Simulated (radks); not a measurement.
Removal energies from the potassium ion K13+, [He] 2s2 2p2, by Delta-SCF beside the eigenvalue of the level emptied. All-electron calculation, non-relativistic Kohn-Sham, PBE, spin-polarised, spherical densities, point nucleus. Program: a radial shooting solver on a logarithmic mesh with Libxc functionals. Open shells are filled with parallel spins first.

| removed from | final configuration | Delta-SCF (eV) | -eigenvalue (eV) |
|---|---|---|---|
| 2p | [He] 2s2 2p1 | 786.82 | 751.42 |
| 2s | [He] 2s1 2p2 | 812.60 | 786.67 |
| 1s | 1s1 2s2 2p2 | 4177.5 | 4069.2 |
